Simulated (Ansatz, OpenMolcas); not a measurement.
**The same job for OpenMolcas**

Ansatz 0.2.0 runs this on B2O2 (diboron dioxide):

job.yaml:
```yaml
crystal:
  periodic: [false, false, false]
  atoms:
    - {symbol: O, position_ang: [-0.743090, 0.459760, 1.817650]}
    - {symbol: B, position_ang: [-0.302300, 0.187070, 0.739120]}
    - {symbol: B, position_ang: [0.302150, -0.186920, -0.739220]}
    - {symbol: O, position_ang: [0.743230, -0.459920, -1.817550]}
basis:
  gaussian: {orbitals: aug-cc-pVDZ}
hamiltonian: {xc: hf}
accuracy: high
output: {orbitals: {seedname: orbitals}}
```

```bash
$ ansatz run job.yaml --threads 1 --pin off --max-ram 3480MiB --events-out events.jsonl --progress --plain --runs-dir runs
```

Geometry: relaxed at PBE0-D4/def2-TZVP.

It gives a total energy of -199.207667 Eh.

Problem. Write the same calculation for OpenMolcas 26.06 as an input file of the program's own, asking for the gradient.

Solution. This input was run:

geom.xyz:
```
4

O     -0.743090     0.459760     1.817650
B     -0.302300     0.187070     0.739120
B      0.302150    -0.186920    -0.739220
O      0.743230    -0.459920    -1.817550
```

mol.inp:
```
>>> EXPORT MOLCAS_PRINT=2

&gateway
  baslib=$CurrDir
  coord=geom.xyz
  basis=aug-cc-pVDZ
  group=NoSym

&seward

&scf
  thresholds=1e-10 1e-07 1e-07 1e-05
  prorbitals=0

&alaska
```

```bash
$ export MOLCAS_MEM=1860
$ pymolcas mol.inp > mol.log
```

(Basis files named in the input come from the Basis Set Exchange and aren't shown.)

Its energy is -199.207667 Eh, the same as the first but for the last digit, at most.
